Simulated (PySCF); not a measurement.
PySCF input for C₇H₇IrO₄, SMILES CC1=CC(C)=[O]->[Ir](<-[C-]#[O+])(<-[C-]#[O+])[O]1, multiplicity 1, B3LYP-D3(BJ)/def2-SVP. The structure is a stationary point at B3LYP-D3(BJ)/def2-SVP. The spin state was assumed, not searched. The isomer is the one that the SMILES or the coordinates give; other isomers of the formula were not compared. The def2 effective core potentials stand for the cores of Ir; spin–orbit coupling is left out. The values are those of a single conformer.

```python
import numpy as np
from pyscf import gto, scf, dft, df
from pyscf.hessian import thermo

mol = gto.M(
    atom='''
    Ir   -0.00000000   -0.00000000   -0.62054178
    C    -0.00000000   -2.51674589    2.94487294
    C     0.00000000   -1.24523267    2.13726138
    C     0.00000000   -0.00000000    2.78678302
    C     0.00000000    1.24523268    2.13726137
    C     0.00000000    2.51674589    2.94487292
    O     0.00000000    1.42100956    0.87201245
    O    -0.00000000   -1.42100956    0.87201246
    H    -0.00000000   -2.33115871    4.02641808
    H     0.88458163   -3.11532698    2.67499049
    H    -0.88458164   -3.11532697    2.67499049
    H     0.00000000    0.00000000    3.87592885
    H     0.88458163    3.11532698    2.67499048
    H    -0.00000000    2.33115872    4.02641808
    H    -0.88458164    3.11532698    2.67499049
    O     0.00000000    2.15902537   -2.71184574
    C     0.00000000    1.32103315   -1.92633225
    O     0.00000000   -2.15902537   -2.71184574
    C     0.00000001   -1.32103315   -1.92633224
    ''',
    basis='def2-SVP',
    ecp={'Ir': 'def2-svp'},
    charge=0,
    spin=0,
    max_memory=1600,
    verbose=3,
)
mf = dft.RKS(mol, xc='b3lyp').density_fit(auxbasis='def2-universal-jkfit')
mf.disp = 'd3bj'
mf.grids.level = 3
mf.conv_tol = 1e-11
mf.max_cycle = 100
mf.kernel()

# [left out here: the lines that compute and print the analytic Hessian (its translational invariance restored by hand, since the grid's response is missing), thermochemistry and intensities]
```

It prints:

```
converged SCF energy = -675.982424572658

WARN: DFTD3 does not support analytical Hessian, using finite difference


WARN: Mole.unit (angstrom) is changed to Bohr

Mode                                 0                   1                   2
Irrep
Freq [cm^-1]                       54.9551             62.1815             81.4401
Reduced mass [au]                   5.0147              7.3020              1.1550
Force const [Dyne/A]                0.0089              0.0166              0.0045
Char temp [K]                      79.0682             89.4653            117.1742
Normal mode                   x     y     z       x     y     z       x     y     z
       0  Ir                -0.00 -0.00  0.00    0.03 -0.00 -0.00   -0.01 -0.00  0.00
       1   C                 0.11  0.00  0.00   -0.06  0.00  0.00    0.06  0.00  0.00
       2   C                 0.03  0.00  0.00   -0.02  0.00  0.00   -0.02  0.00  0.00
       3   C                 0.00  0.00 -0.00   -0.07  0.00 -0.00   -0.05  0.00  0.00
       4   C                -0.03  0.00 -0.00   -0.02  0.00 -0.00   -0.02  0.00 -0.00
       5   C                -0.11  0.00 -0.00   -0.06  0.00 -0.00    0.06  0.00 -0.00
       6   O                -0.01  0.00 -0.00    0.05  0.00 -0.00   -0.00 -0.00 -0.00
       7   O                 0.01 -0.00  0.00    0.05 -0.00  0.00   -0.00 -0.00  0.00
       8   H                 0.06  0.00  0.00   -0.15  0.00  0.00   -0.26  0.00  0.00
       9   H                 0.16  0.07  0.03   -0.02  0.02  0.07    0.28  0.21  0.24
      10   H                 0.16 -0.07 -0.03   -0.02 -0.02 -0.07    0.28 -0.21 -0.24
      11   H                 0.00  0.00 -0.00   -0.14  0.00 -0.00   -0.07  0.00  0.00
      12   H                -0.16  0.07 -0.03   -0.02 -0.02  0.07    0.28 -0.21  0.24
      13   H                -0.06  0.00 -0.00   -0.15  0.00 -0.00   -0.26  0.00 -0.00
      14   H                -0.16 -0.07  0.03   -0.02  0.02 -0.07    0.28  0.21 -0.24
      15   O                 0.12  0.00  0.00   -0.12  0.00  0.00    0.02  0.00  0.00
      16   C                 0.06  0.00  0.00   -0.04  0.00  0.00    0.00  0.00  0.00
      17   O                -0.12  0.00 -0.00   -0.12  0.00 -0.00    0.02  0.00 -0.00
      18   C                -0.06  0.00 -0.00   -0.04  0.00 -0.00    0.00  0.00 -0.00
Mode                                 3                   4                   5
Irrep
Freq [cm^-1]                       82.1980             93.1568            101.4977
Reduced mass [au]                  10.1960              1.0760             15.4315
Force const [Dyne/A]                0.0406              0.0055              0.0937
Char temp [K]                     118.2646            134.0318            146.0325
Normal mode                   x     y     z       x     y     z       x     y     z
       0  Ir                -0.00  0.03 -0.00    0.00 -0.00  0.00   -0.00 -0.00 -0.01
       1   C                 0.00 -0.05 -0.05    0.02  0.00  0.00    0.00 -0.00 -0.02
       2   C                -0.00 -0.03 -0.02    0.03  0.00  0.00   -0.00 -0.00 -0.02
       3   C                -0.00 -0.04 -0.00    0.00  0.00  0.00   -0.00  0.00 -0.02
       4   C                -0.00 -0.03  0.02   -0.03  0.00 -0.00   -0.00  0.00 -0.02
       5   C                 0.00 -0.05  0.05   -0.02  0.00 -0.00    0.00  0.00 -0.02
       6   O                -0.00  0.00  0.02   -0.03  0.00 -0.00    0.00  0.00 -0.02
       7   O                 0.00  0.00 -0.02    0.03 -0.00  0.00   -0.00 -0.00 -0.02
       8   H                -0.00 -0.07 -0.05    0.38  0.00  0.00    0.00  0.00 -0.02
       9   H                -0.00 -0.04 -0.07   -0.20 -0.19 -0.28   -0.00 -0.00 -0.02
      10   H                 0.00 -0.04 -0.07   -0.20  0.19  0.28    0.00 -0.00 -0.02
      11   H                -0.00 -0.06 -0.00    0.00  0.00  0.00   -0.00  0.00 -0.02
      12   H                 0.00 -0.04  0.07    0.20 -0.19  0.28   -0.00  0.00 -0.02
      13   H                -0.00 -0.07  0.05   -0.38  0.00 -0.00   -0.00 -0.00 -0.02
      14   H                -0.00 -0.04  0.07    0.20  0.19 -0.28    0.00  0.00 -0.02
      15   O                 0.00 -0.08 -0.11    0.02  0.00  0.00    0.00  0.12  0.11
      16   C                 0.00 -0.01 -0.04    0.01  0.00  0.00    0.00  0.04  0.03
      17   O                -0.00 -0.08  0.11   -0.02  0.00 -0.00    0.00 -0.12  0.11
      18   C                -0.00 -0.01  0.04   -0.01  0.00 -0.00    0.00 -0.04  0.03
Mode                                 6                   7                   8
Irrep
Freq [cm^-1]                      160.0016            170.8796            181.0824
Reduced mass [au]                   6.2743              2.9136              6.9283
Force const [Dyne/A]                0.0946              0.0501              0.1339
Char temp [K]                     230.2066            245.8576            260.5372
Normal mode                   x     y     z       x     y     z       x     y     z
[...]
       8   H                 0.00  0.00 -0.00    0.00 -0.00 -0.00    0.00  0.06  0.32
       9   H                 0.00 -0.00 -0.00    0.00 -0.00  0.00    0.35 -0.23 -0.11
      10   H                -0.00 -0.00 -0.00   -0.00 -0.00  0.00   -0.35 -0.23 -0.11
      11   H                 0.00  0.00  0.00    0.00  0.00  0.00   -0.00 -0.00  0.00
      12   H                -0.00 -0.00  0.00    0.00  0.00  0.00   -0.35 -0.23  0.11
      13   H                -0.00  0.00  0.00    0.00  0.00 -0.00   -0.00  0.06 -0.32
      14   H                 0.00 -0.00  0.00   -0.00  0.00  0.00    0.35 -0.23  0.11
      15   O                 0.00  0.08 -0.08    0.00  0.08 -0.07    0.00 -0.00  0.00
      16   C                -0.00 -0.12  0.11    0.00 -0.12  0.11    0.00  0.00 -0.00
      17   O                 0.00  0.08  0.08   -0.00 -0.08 -0.07    0.00 -0.00 -0.00
      18   C                -0.00 -0.12 -0.11    0.00  0.12  0.11    0.00  0.00  0.00
Mode                                45                  46                  47
Irrep
Freq [cm^-1]                     3042.2859           3117.4331           3117.5367
Reduced mass [au]                   1.0372              1.1015              1.1014
Force const [Dyne/A]                5.6559              6.3070              6.3069
Char temp [K]                    4377.1721           4485.2922           4485.4412
Normal mode                   x     y     z       x     y     z       x     y     z
       0  Ir                 0.00 -0.00  0.00   -0.00 -0.00  0.00    0.00 -0.00 -0.00
       1   C                -0.00 -0.03  0.01   -0.06  0.00 -0.00    0.06 -0.00  0.00
       2   C                 0.00  0.00 -0.00   -0.00 -0.00 -0.00    0.00  0.00 -0.00
       3   C                 0.00  0.00 -0.00    0.00  0.00 -0.00    0.00 -0.00 -0.00
       4   C                 0.00 -0.00 -0.00    0.00 -0.00 -0.00    0.00 -0.00 -0.00
       5   C                 0.00  0.03  0.01    0.06 -0.00 -0.00    0.06 -0.00 -0.00
       6   O                -0.00 -0.00 -0.00   -0.00 -0.00  0.00   -0.00 -0.00  0.00
       7   O                 0.00  0.00 -0.00    0.00  0.00  0.00   -0.00  0.00 -0.00
       8   H                -0.00 -0.06 -0.32   -0.01  0.00  0.00    0.01 -0.00 -0.00
       9   H                -0.35  0.23  0.11    0.38 -0.26 -0.12   -0.38  0.26  0.12
      10   H                 0.35  0.23  0.11    0.38  0.26  0.12   -0.38 -0.26 -0.12
      11   H                 0.00  0.00  0.02    0.00  0.00  0.00    0.00  0.00  0.00
      12   H                -0.35 -0.23  0.11   -0.38 -0.26  0.12   -0.38 -0.26  0.12
      13   H                -0.00  0.06 -0.32    0.01 -0.00  0.00    0.01 -0.00  0.00
      14   H                 0.35 -0.23  0.11   -0.38  0.26 -0.12   -0.38  0.26 -0.12
      15   O                -0.00 -0.00  0.00    0.00 -0.00  0.00   -0.00  0.00 -0.00
      16   C                -0.00  0.00 -0.00   -0.00  0.00 -0.00    0.00 -0.00  0.00
      17   O                 0.00  0.00  0.00   -0.00  0.00  0.00   -0.00 -0.00 -0.00
      18   C                -0.00 -0.00 -0.00    0.00 -0.00 -0.00    0.00  0.00  0.00
Mode                                48                  49                  50
Irrep
Freq [cm^-1]                     3157.8302           3158.0535           3216.9832
Reduced mass [au]                   1.1055              1.1055              1.0918
Force const [Dyne/A]                6.4951              6.4958              6.6570
Char temp [K]                    4543.4146           4543.7358           4628.5226
Normal mode                   x     y     z       x     y     z       x     y     z
       0  Ir                -0.00  0.00  0.00   -0.00  0.00 -0.00    0.00 -0.00 -0.00
       1   C                 0.00 -0.03 -0.06   -0.00  0.03  0.06    0.00 -0.00 -0.01
       2   C                 0.00 -0.00 -0.00   -0.00  0.00  0.00    0.00  0.00  0.00
       3   C                -0.00 -0.00  0.01   -0.00 -0.00 -0.00    0.00 -0.00 -0.08
       4   C                -0.00  0.00 -0.00   -0.00  0.00 -0.00    0.00 -0.00  0.00
       5   C                -0.00  0.03 -0.06   -0.00  0.03 -0.06   -0.00  0.00 -0.01
       6   O                -0.00 -0.00  0.00    0.00 -0.00  0.00   -0.00 -0.00  0.00
       7   O                 0.00  0.00  0.00    0.00 -0.00 -0.00   -0.00  0.00  0.00
       8   H                 0.00  0.10  0.58   -0.00 -0.10 -0.59    0.00  0.01  0.06
       9   H                -0.18  0.11  0.05    0.18 -0.11 -0.05   -0.01  0.01  0.00
      10   H                 0.18  0.11  0.05   -0.18 -0.11 -0.05    0.01  0.01  0.00
      11   H                 0.00 -0.00 -0.09   -0.00 -0.00  0.00   -0.00 -0.00  0.95
      12   H                -0.18 -0.11  0.05   -0.18 -0.11  0.05   -0.01 -0.01  0.00
      13   H                 0.00 -0.10  0.58    0.00 -0.10  0.59    0.00 -0.01  0.06
      14   H                 0.18 -0.11  0.05    0.18 -0.11  0.05    0.01 -0.01  0.00
      15   O                -0.00  0.00 -0.00    0.00 -0.00  0.00   -0.00  0.00 -0.00
      16   C                -0.00 -0.00  0.00    0.00  0.00 -0.00   -0.00 -0.00  0.00
      17   O                 0.00 -0.00 -0.00    0.00 -0.00 -0.00   -0.00 -0.00 -0.00
      18   C                 0.00  0.00  0.00    0.00  0.00  0.00    0.00  0.00  0.00
temperature 298.1500 [K]
pressure 101325.00 [Pa]
Rotational constants [GHz] 1.01413 0.55667 0.36101
Symmetry number 2
Zero-point energy (ZPE) 0.13061 [Eh]   342918.155 [J/mol]
                           tot       elec      trans        rot        vib
Entropy [J/mol/K]       491.082      0.000    181.709    127.011    182.362
Cv [J/mol/K]            192.146      0.000     12.472     12.472    167.203
Cp [J/mol/K]            200.460      0.000     20.786     12.472    167.203
Internal energy [J/mol]                      3718.434   3718.434 370585.647
Internal energy [Eh]   -675.83844  -675.98242
Enthalpy [J/mol]                             6197.391   3718.434 370585.647
Enthalpy [Eh]          -675.83750
Gibbs free energy [J/mol]                  -47979.212 -34150.043 316214.540
Gibbs free energy [Eh] -675.89327
mode   freq/cm-1   IR/(km/mol)
   1       54.96         0.000
   2       62.18         0.559
   3       81.44         2.182
   4       82.20         0.259
   5       93.16         0.000
   6      101.50         0.124
   7      160.00         0.000
   8      170.88         0.257
   9      181.08         4.792
  10      229.85         1.752
  11      255.99         0.177
  12      275.45         0.797
  13      416.91        12.071
  14      457.88        16.914
  15      518.16         5.016
  16      520.73         0.000
  17      527.71         0.566
  18      533.15        33.064
  19      564.33         0.000
  20      565.08        10.507
  21      619.66        16.163
  22      657.41         7.170
  23      687.79         1.377
  24      691.24        16.168
  25      812.05        12.346
  26      962.16         0.274
  27      971.95         8.917
  28     1031.73         0.000
  29     1038.03        18.611
  30     1045.53         0.000
  31     1052.50        17.453
  32     1218.98        19.698
  33     1312.06        43.797
  34     1377.59        23.459
  35     1384.24         1.385
  36     1433.59        68.449
  37     1443.14         0.000
  38     1443.80        15.179
  39     1454.76        65.167
  40     1492.04        45.395
  41     1581.49       416.405
  42     1640.66       540.242
  43     2105.83       949.627
  44     2168.19       763.878
  45     3042.25         4.822
  46     3042.29         1.877
  47     3117.43         0.000
  48     3117.54         5.174
  49     3157.83        18.421
  50     3158.05         0.002
  51     3216.98         4.958
max |gradient| / (hartree/bohr): 0.00010237714997218539
APT charges: [-3.4540e-01 -1.0340e-01  1.0158e+00 -6.8160e-01  1.0158e+00 -1.0340e-01
 -7.9910e-01 -7.9910e-01 -1.0000e-04  1.7700e-02  1.7700e-02  3.9600e-02
  1.7700e-02 -1.0000e-04  1.7700e-02 -7.7410e-01  1.1191e+00 -7.7410e-01
  1.1191e+00]
```

The calculation finished and met its thresholds.

Cost: about 23 core-minutes (a rough figure).
